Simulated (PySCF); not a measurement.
3-methylidenefuran (C5H6O), SMILES C1=CC(CO1)=C.

Geometry: B3LYP-D3(BJ)/def2-SVP. One conformer was computed; it need not be the lowest.

All values below come from PySCF with SMD-M06-2X/6-31G*.

Solvation free energies are E(SMD) − E(gas) at the gas-phase geometry, for 1 M in both phases. In vacuum the dipole moment is 0.28 D.

**Question.** Estimate the solvation free energies in water, N,N-dimethylformamide, 2-propanol. (Estimate from the structure and the level; the computed values follow.)

**Answer.** 
```json
[
 {"solvent": "water", "ΔG(solv) (kcal/mol)": "-1.6", "its non-electrostatic (CDS) part": "4.1", "dipole (D)": "0.31"},
 {"solvent": "N,N-dimethylformamide", "ΔG(solv) (kcal/mol)": "-4.3", "its non-electrostatic (CDS) part": "0.1", "dipole (D)": "0.19"},
 {"solvent": "2-propanol", "ΔG(solv) (kcal/mol)": "-4.1", "its non-electrostatic (CDS) part": "1.0", "dipole (D)": "0.26"}
]
```
